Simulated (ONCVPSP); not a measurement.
## Before and after: ONCV potential for technetium (Tc)

- Element: Tc (Z = 43)
- Generator: ONCVPSP 4.0.1
- Type: optimised norm-conserving Vanderbilt (ONCV)
- Functional: LDA (Perdew-Wang 92)
- Relativity: scalar-relativistic
- Frozen core: [Ar] 3d10
- Valence charge: 15
- Reference configuration: 4s2 4p6 4d5 5s1.5 (charge +0.5)
- Partial waves: 4s+5s: rc 1.95 bohr, ncon 4, nbas 8, qcut 5.4 1/bohr, 2 projectors; 4p: rc 1.85 bohr, ncon 4, nbas 7, qcut 8.8 1/bohr, 1 projector; 4d: rc 2.40 bohr, ncon 4, nbas 9, qcut 5.3 1/bohr, 2 projectors, debl 3.3 Ha
- Local potential: polynomial inside 1.55 bohr (lpopt 5, dvloc0 0 Ha)
- Core correction: Teter function, fcfact 3.75, rcfact 1.5

Change: d: rc 2.3.

Cutoffs: the cutoffs (Ha) at which the residual kinetic energy of the hardest occupied pseudo-wave falls to 1 and 0.1 mHa per electron; they do not see the model core or the augmentation charge, which bear on the density cutoff. Errors are all-electron minus pseudo energies relative to the spin-unpolarised reference configuration.

**Question.** How do hardness, ghosts and transferability respond?

**Answer.** The potential gets harder (13 Ha and 17 Ha → 13 Ha and 26 Ha); the errors of the 4 common tests hardly move; neither file shows a bound ghost. A smaller radius makes the pseudo-wave follow the all-electron one further in, where it bends more sharply, so more plane waves are needed.

| quantity | base | changed |
| --- | --- | --- |
| cutoff, loose | 13 Ha | 13 Ha |
| cutoff, tight | 17 Ha | 26 Ha |
| loose cutoff by channel | s 9.1 Ha, p 13 Ha, d 12 Ha | s 9.1 Ha, p 13 Ha, d 13 Ha |
| bound ghosts | none | none |
| GHOST(+) flags under 300 eV | none | none |
| error for 4s2 4p6 4d5 5s2, meV [ΔE -3.40 eV] | +0.5 | +0.5 |
| error for 4s2 4p6 4d5 5s1, meV [ΔE 5.02 eV] | -1.0 | -1.0 |
| error for 4s2 4p6 4d5 5s0, meV [ΔE 20.22 eV] | -7.6 | -7.8 |
| error for 4s2 4p6 4d4 5s2 5p1, meV [ΔE 3.21 eV] | +66 | +57 |
| s: phases at 1.97 bohr within 0.05 rad from the reference energy up to (Ha; the scan ends near 5) | 4.3 | 4.3 |
| p: phases at 1.88 bohr within 0.05 rad from the reference energy up to (Ha; the scan ends near 5) | 0.8 | 0.8 |
| rms error of d²Exc/dni dnj with the model core, mHa | 1.46 | 1.39 |
